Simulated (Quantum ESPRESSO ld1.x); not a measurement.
Charge is removed step by step from the 5s down level of neutral barium, starting from [Kr] 4d10 5s(up 1, down 1) 5p6 6s2. Calculated with ld1.x of Quantum ESPRESSO 7.5: scalar-relativistic Kohn-Sham, LDA (Slater exchange, Perdew-Zunger correlation), spin-polarised, spherical densities, point nucleus.

removed (e),E - E(0) (eV),eigenvalue (eV),E minus straight line (eV)
0,0.000,-33.799,0.000
0.1,3.427,-34.758,-0.451
0.2,6.950,-35.732,-0.805
0.3,10.572,-36.720,-1.061
0.4,14.293,-37.722,-1.218
0.5,18.115,-38.737,-1.274
0.6,22.038,-39.763,-1.228
0.7,26.066,-40.801,-1.078
0.8,30.197,-41.850,-0.824
0.9,34.434,-42.909,-0.465
1,38.777,-43.977,0.000

Removing the whole electron costs 38.777 eV by Delta-SCF, against 33.799 eV from minus the eigenvalue at the starting occupation. Slater's transition state (half an electron removed) gives 38.737 eV. Integrating minus the eigenvalue over the occupation (Janak's theorem) gives 38.787 eV. In this scalar-relativistic scheme the density is built from large components alone, so the theorem holds only approximately. The mean slope of the eigenvalue, de/dn, is 10.2 eV per electron.
